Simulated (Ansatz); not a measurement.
Ansatz (an electronic-structure program) input:

Ansatz 0.2 input:
```yaml
crystal:
  periodic: [false, false, false]
  atoms:
    - {symbol: Na, position_ang: [-0.00000000, -0.00000000, -0.86395243]}
    - {symbol: O, position_ang: [0.00000000, 0.00000000, 1.18793459]}
basis:
  gaussian:
    orbitals: def2-TZVP
hamiltonian:
  xc: {name: PBE0}
magnetization: {spin_polarized: true, initial_magnetization: 1}
relax: {f_tol: 0.003, max_steps: 100}
```

Problem. What final total energy does it print?

Solution. -237.28740 Eh (PBE0/def2-TZVP). The basis has 63 functions.
